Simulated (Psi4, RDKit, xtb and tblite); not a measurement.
Internal rotation in SMILES C=Cc1cccc(C(=O)OC)c1 (C₁₀H₁₀O₂). Scanned: dihedral C1–C2–C3–C4; all other coordinates were relaxed at GFN2-xTB. Points at φ and −φ are mirror images. Heavy atoms are numbered in the order of the SMILES C=Cc1cccc(C(=O)OC)c1, hydrogens after them in the order of the atoms that carry them; the mirror image has the same energies with the sign of each dihedral reversed.

Computed with: GFN2-xTB (xtb and tblite); UFF // GFN2-xTB (RDKit); PBE-D3(BJ)/def2-SVP // GFN2-xTB (Psi4).

Energies relative to the lowest point of each profile, in kJ/mol:

| φ / ° | GFN2-xTB | UFF |
|---|---|---|
| -160 | 0.3 | 0.0 |
| -140 | 2.7 | 2.1 |
| -120 | 8.1 | 10.2 |
| -100 | 13.3 | 19.4 |
| -60 | 8.2 | 10.7 |
| -40 | 2.8 | 2.2 |
| -20 | 0.6 | 0.1 |
| 0 | 0.3 | 1.2 |
| 20 | 0.6 | 0.1 |
| 40 | 2.8 | 2.2 |
| 60 | 8.2 | 10.7 |
| 160 | 0.3 | 0.0 |

Q: Predict the corresponding PBE-D3(BJ)/def2-SVP column.

A: -160: 1.5; -140: 6.3; -120: 14.3; -100: 21.4; -60: 14.3; -40: 6.3; -20: 1.7; 0: 0.3; 20: 1.7; 40: 6.3; 60: 14.3; 160: 1.5 (kJ/mol).
